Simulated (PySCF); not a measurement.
**Eu²⁺ (europium, charge +2) across methods**

[Xe] 4f6 6s1, high-spin 8F determinant (an excited configuration). Calculation: PySCF 2.14, in x2c-TZVPPall (11s7p7d4f2g, 113 functions); the spin-free X2C one-electron Hamiltonian (Gaussian nucleus).

```
method  E (hartree)  mean ε 5p β (eV)  mean ε 4f α (eV)  mean ε 6s α (eV)  Σ⟨r²⟩ (bohr²)    ⟨S²⟩
r2SCAN    -10842.79           -42.174           -26.984           -16.546          49.72  15.754
  PBE0    -10842.43           -43.391           -29.617           -16.989          49.68  15.752
   PBE    -10842.47           -41.554           -26.531           -16.430          49.63  15.752
   LDA    -10834.54           -41.833           -26.770           -16.708          49.53  15.752
```

Task: Estimate the same row for UHF.

Result: E (hartree) = -10838.89614; mean ε 5p β (eV) = -47.479; mean ε 4f α (eV) = -38.183; mean ε 6s α (eV) = -18.223; Σ⟨r²⟩ (bohr²) = 50.25; ⟨S²⟩ = 15.754.

Spin-orbit coupling, absent here, splits the open shell strongly.
